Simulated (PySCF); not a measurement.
Computed shifts of a molecule C₅H₇N, PySCF with HF/pcSseg-1, GIAO, gas phase, equivalent atoms averaged, in ppm (number of nuclei): ¹³C: 175.2 (1), 157.8 (1), 118.3 (1), 58.0 (1), 26.5 (1). ¹⁵N: 402.3 (1). ¹H: 8.02 (1), 5.95 (1), 5.77 (1), 4.15 (2), 2.55 (2). References: ¹³C against TMS (σ = 192.6 ppm); ¹⁵N against NH3 (σ = 267.3 ppm); ¹H against TMS (σ = 31.99 ppm), references at their B3LYP-D3(BJ)/def2-TZVP geometries, non-relativistic. Coordinates come from a PBE0-D3(BJ)/def2-SVP optimisation. The values are those of a single conformer.

Q: Which molecule gave these data?
A. C#CC/N=C/C
B. C=C(C)CC#N
C. C#CC1(N)CC1
D. C=C1C=NCC1

A: D, C=C1C=NCC1
